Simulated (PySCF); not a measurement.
Isomers of C7H15P.

All values: PBE0/pcSseg-1 (PySCF) at GFN2-xTB geometries, gas phase, one conformer each.

(1) Rank by LUMO energy, lowest first.
A. `[CH3:1][C:2]([CH3:3])([CH3:4])[P:5]1[CH2:6][CH2:7][CH2:8]1` with C2–P5–C6–C7 93°, P5–C6–C7–C8 9°, C6–C7–C8–P5 -9°, C2–P5–C8–C7 -93°
B. `[CH2:1]=[P:2]1([CH3:3])[CH2:4][CH2:5][CH2:6][CH2:7][CH2:8]1` with C1–P2–C4–C5 60°, P2–C4–C5–C6 62°, C4–C5–C6–C7 -66°, C5–C6–C7–C8 66°
C. `[CH3:1]/[CH:2]=[P:3]/[CH2:4][C:5]([CH3:6])([CH3:7])[CH3:8]` with C2–P3–C4–C5 126°
D. `[CH2:1]=[C:2]([CH3:3])[PH:4][C:5]([CH3:6])([CH3:7])[CH3:8]` with C1–C2–P4–C5 -85°
E. `[CH2:1]=[CH:2][CH2:3][PH:4][CH2:5][CH:6]([CH3:7])[CH3:8]` with C1–C2–C3–P4 -116°, C2–C3–P4–C5 166°, C3–P4–C5–C6 -168°, P4–C5–C6–C7 172°
F. `[CH2:1]=[C:2]([CH3:3])[PH:4][CH2:5][CH2:6][CH2:7][CH3:8]` with C1–C2–P4–C5 83°, C2–P4–C5–C6 171°, P4–C5–C6–C7 179°, C5–C6–C7–C8 180°

(2) Rank by the highest Hirshfeld charge on any atom, highest value first.
A. `[CH2:1]=[C:2]([CH3:3])[PH:4][C:5]([CH3:6])([CH3:7])[CH3:8]` with C1–C2–P4–C5 -85°
B. `[CH2:1]=[CH:2][P:3]([CH2:4][CH3:5])[CH:6]([CH3:7])[CH3:8]` with C1–C2–P3–C4 121°, C2–P3–C4–C5 -72°, C2–P3–C6–C7 67°
C. `[CH3:1][C:2]([CH3:3])([CH3:4])[P:5]1[CH2:6][CH2:7][CH2:8]1` with C2–P5–C6–C7 93°, P5–C6–C7–C8 9°, C6–C7–C8–P5 -9°, C2–P5–C8–C7 -93°
D. `[CH2:1]=[P:2]1([CH3:3])[CH2:4][CH2:5][CH2:6][CH2:7][CH2:8]1` with C1–P2–C4–C5 60°, P2–C4–C5–C6 62°, C4–C5–C6–C7 -66°, C5–C6–C7–C8 66°
E. `[CH3:1][CH:2]([CH3:3])[PH:4][CH:5]1[CH2:6][CH2:7][CH2:8]1` with C1–C2–P4–C5 -159°, C2–P4–C5–C6 58°, P4–C5–C6–C7 130°, C5–C6–C7–C8 -11°, C6–C7–C8–C5 11°, P4–C5–C8–C7 -134°
F. `C=CP(C)(C)(C)C=C`

(3) Rank by dipole moment, lowest first.
A. `[CH2:1]=[CH:2][PH:3][C:4]([CH3:5])([CH3:6])[CH2:7][CH3:8]` with C1–C2–P3–C4 -115°, C2–P3–C4–C5 45°, P3–C4–C7–C8 -174°
B. `C=CP(C)(C)(C)C=C`
C. `[CH2:1]=[P:2]1([CH3:3])[CH2:4][CH2:5][CH2:6][CH2:7][CH2:8]1` with C1–P2–C4–C5 60°, P2–C4–C5–C6 62°, C4–C5–C6–C7 -66°, C5–C6–C7–C8 66°
D. `[CH2:1]=[CH:2][P:3]([CH2:4][CH3:5])[CH:6]([CH3:7])[CH3:8]` with C1–C2–P3–C4 121°, C2–P3–C4–C5 -72°, C2–P3–C6–C7 67°

## Answers

(1) C (-1.18 eV), D (-0.09 eV), F (0.07 eV), E (0.27 eV), A (0.77 eV), B (1.06 eV).

(2) F (+0.390 e), D (+0.377 e), B (+0.156 e), C (+0.142 e), A (+0.111 e), E (+0.100 e).

(3) B (0.28 D), D (1.17 D), A (1.36 D), C (2.89 D).

All values together:

```csv
SMILES,μ (D),HOMO (eV),LUMO (eV),lowest IAO charge (e),highest IAO charge (e),lowest Hirshfeld charge (e),highest Hirshfeld charge (e)
C=C(C)PC(C)(C)C,1.38,-6.51,-0.09,-0.418 (C),+0.319 (P),-0.125 (C),+0.111 (P)
CC(C)(C)P1CCC1,1.32,-6.25,0.77,-0.440 (C),+0.423 (P),-0.124 (C),+0.142 (P)
CC(C)P(C)C1CC1,1.25,-6.55,1.17,-0.608 (C),+0.480 (P),-0.169 (C),+0.159 (P)
C=P1(C)CCCCC1,2.89,-5.11,1.06,-0.932 (C),+1.171 (P),-0.321 (C),+0.377 (P)
CC(C)PC1CCC1,1.44,-6.63,0.87,-0.417 (C),+0.311 (P),-0.123 (C),+0.100 (P)
C=CP(C)(C)(C)C=C,0.28,-5.68,-0.11,-0.722 (C),+1.234 (P),-0.220 (C),+0.390 (P)
C=CCPCC(C)C,1.25,-6.78,0.27,-0.426 (C),+0.325 (P),-0.123 (C),+0.119 (P)
C/C=P/CC(C)(C)C,1.21,-6.87,-1.18,-0.428 (C),+0.318 (P),-0.123 (C),+0.102 (P)
C=CPC(C)(C)CC,1.36,-6.51,-0.17,-0.418 (C),+0.341 (P),-0.127 (C),+0.112 (P)
C=C(C)PCCCC,1.46,-6.58,0.07,-0.420 (C),+0.338 (P),-0.119 (C),+0.109 (P)
C=CP(CC)C(C)C,1.17,-6.64,-0.15,-0.424 (C),+0.467 (P),-0.125 (C),+0.156 (P)
```

Conformers: `[CH2:1]=[C:2]([CH3:3])[PH:4][C:5]([CH3:6])([CH3:7])[CH3:8]` with C1–C2–P4–C5 -85°; `[CH3:1][C:2]([CH3:3])([CH3:4])[P:5]1[CH2:6][CH2:7][CH2:8]1` with C2–P5–C6–C7 93°, P5–C6–C7–C8 9°, C6–C7–C8–P5 -9°, C2–P5–C8–C7 -93°; `[CH3:1][CH:2]([CH3:3])[P:4]([CH3:5])[CH:6]1[CH2:7][CH2:8]1` with C1–C2–P4–C5 -166°, C2–P4–C6–C7 104°; `[CH2:1]=[P:2]1([CH3:3])[CH2:4][CH2:5][CH2:6][CH2:7][CH2:8]1` with C1–P2–C4–C5 60°, P2–C4–C5–C6 62°, C4–C5–C6–C7 -66°, C5–C6–C7–C8 66°; `[CH3:1][CH:2]([CH3:3])[PH:4][CH:5]1[CH2:6][CH2:7][CH2:8]1` with C1–C2–P4–C5 -159°, C2–P4–C5–C6 58°, P4–C5–C6–C7 130°, C5–C6–C7–C8 -11°, C6–C7–C8–C5 11°, P4–C5–C8–C7 -134°; `[CH2:1]=[CH:2][CH2:3][PH:4][CH2:5][CH:6]([CH3:7])[CH3:8]` with C1–C2–C3–P4 -116°, C2–C3–P4–C5 166°, C3–P4–C5–C6 -168°, P4–C5–C6–C7 172°; `[CH3:1]/[CH:2]=[P:3]/[CH2:4][C:5]([CH3:6])([CH3:7])[CH3:8]` with C2–P3–C4–C5 126°; `[CH2:1]=[CH:2][PH:3][C:4]([CH3:5])([CH3:6])[CH2:7][CH3:8]` with C1–C2–P3–C4 -115°, C2–P3–C4–C5 45°, P3–C4–C7–C8 -174°; `[CH2:1]=[C:2]([CH3:3])[PH:4][CH2:5][CH2:6][CH2:7][CH3:8]` with C1–C2–P4–C5 83°, C2–P4–C5–C6 171°, P4–C5–C6–C7 179°, C5–C6–C7–C8 180°; `[CH2:1]=[CH:2][P:3]([CH2:4][CH3:5])[CH:6]([CH3:7])[CH3:8]` with C1–C2–P3–C4 121°, C2–P3–C4–C5 -72°, C2–P3–C6–C7 67°.
